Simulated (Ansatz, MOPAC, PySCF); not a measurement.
Dimer: H2O (SMILES O) (first 3 atoms) with HCl (SMILES Cl); geometry from B3LYP-D3(BJ)/def2-TZVP.
(charge 0, multiplicity 1):
```json
[
 {"atom": "O", "x (Å)": "0.0409", "y (Å)": "0.3323", "z (Å)": "0.2529"},
 {"atom": "H", "x (Å)": "0.7941", "y (Å)": "0.8483", "z (Å)": "-0.0558"},
 {"atom": "H", "x (Å)": "0.1862", "y (Å)": "-0.5672", "z (Å)": "-0.0611"},
 {"atom": "Cl", "x (Å)": "-0.3128", "y (Å)": "0.4730", "z (Å)": "3.3761"},
 {"atom": "H", "x (Å)": "-0.2117", "y (Å)": "0.4340", "z (Å)": "2.0764"}
]
```

Monomers are frozen at their geometry in the pair; levels with a basis set take the counterpoise correction. Rows marked so take none.

Rows in 6-31G* carry no dispersion term and start afresh at each structure (6-31G* with six Cartesian d functions). The state that AM1 reach isn't checked.

Codes used: Ansatz (Gaussian orbitals); MOPAC for AM1 (differences of heats of formation); PySCF for 6-31G* rows. Values without a source in brackets are computed.

Task: One of these levels gives -10.1 kJ/mol for the interaction energy. Which?
A. B3LYP/def2-TZVPPD
B. HF/aug-cc-pV(T+d)Z
C. BP86/6-31G* (no counterpoise)
D. AM1

Result: D, AM1. The others give -14.2 (HF/aug-cc-pV(T+d)Z), -38.4 (BP86/6-31G* (no counterpoise)), -21.3 (B3LYP/def2-TZVPPD)

Ansatz is an electronic-structure program.
